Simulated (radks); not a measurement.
Values are calculated unless marked as measured or tabulated.
All-electron atom: Fe IV in [Ar] 3d5 (the NIST ground configuration). Code: a radial shooting solver on a logarithmic mesh with Libxc functionals. Model: Dirac Kohn-Sham, LDA (Slater exchange, Perdew-Wang correlation), spin-unpolarised, spherical densities, finite nucleus; open shells fill j = l - 1/2 first; Fermi nuclear charge, rms radius 3.7377 fm.

Radial electron density D(r) = 4 pi r^2 rho(r):

| r (bohr) | D(r) (e/bohr) |
|---|---|
| 0.002183 | 0.7110 |
| 0.002775 | 1.105 |
| 0.003528 | 1.702 |
| 0.004485 | 2.594 |
| 0.005701 | 3.901 |
| 0.007247 | 5.768 |
| 0.009213 | 8.345 |
| 0.01171 | 11.75 |
| 0.01489 | 15.97 |
| 0.01893 | 20.78 |
| 0.02406 | 25.61 |
| 0.03059 | 29.49 |
| 0.03889 | 31.35 |
| 0.04943 | 30.53 |
| 0.06284 | 27.63 |
| 0.07989 | 24.87 |
| 0.1007 | 25.01 |
| 0.1281 | 28.96 |
| 0.1628 | 33.82 |
| 0.207 | 34.14 |
| 0.2631 | 27.36 |
| 0.3345 | 17.87 |
| 0.4252 | 13.06 |
| 0.5406 | 14.51 |
| 0.6872 | 16.44 |
| 0.8736 | 13.98 |
| 1.111 | 8.532 |
| 1.412 | 3.810 |
| 1.795 | 1.285 |
| 2.282 | 0.3303 |
| 2.9 | 0.06035 |
| 3.687 | 0.006646 |

D(r) has 3 maxima, at r = 0.0408, 0.187, 0.687 bohr, and minima at 0.0894, 0.443 bohr, inside which lie 2.12, 10.67 electrons.
